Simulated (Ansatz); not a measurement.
Spectroscopic constants of TcCl, multiplicity 7 (lowest of 2S+1 = 1, 3, 5, 7 at CCSD(T)/def2-TZVPP on PBE0 minima; our sources give no spin for the ground state, which may be another). No spin–orbit coupling.

Seven points along R, fitted to fifth degree in 1/R; most abundant isotopes. In def2 and cc sets the state is the lowest found near the PBE0 minimum, followed along R.

Programs: Ansatz (a quantum-chemistry and plane-wave program). Each number belongs to the level named beside it. In def2 rows elements past Kr take small-core potentials, without spin–orbit coupling.

Energies at B97M-V/def2-TZVPP:

```json
[
 {"R (Å)": "2.180091", "E (hartree)": "-540.87752288"},
 {"R (Å)": "2.238696", "E (hartree)": "-540.88272459"},
 {"R (Å)": "2.292612", "E (hartree)": "-540.88553000"},
 {"R (Å)": "2.353561", "E (hartree)": "-540.88686891"},
 {"R (Å)": "2.414509", "E (hartree)": "-540.88666286"},
 {"R (Å)": "2.484835", "E (hartree)": "-540.88494609"},
 {"R (Å)": "2.566881", "E (hartree)": "-540.88146453"}
]
```

Q: With a reduced mass of 25.6963 u, find the minimum, the force constant and the constants.

A: A fifth-degree polynomial in 1/R puts the minimum at r_e = 2.3744 Å with force constant 166 N/m. Then ω_e = (1/2πc)√(k/μ) = 331 cm⁻¹ and B_e = h/(8π²cμr_e²) = 0.1164 cm⁻¹; the cubic and quartic terms give α_e = 0.00054 and ω_e x_e = 1.1 cm⁻¹.
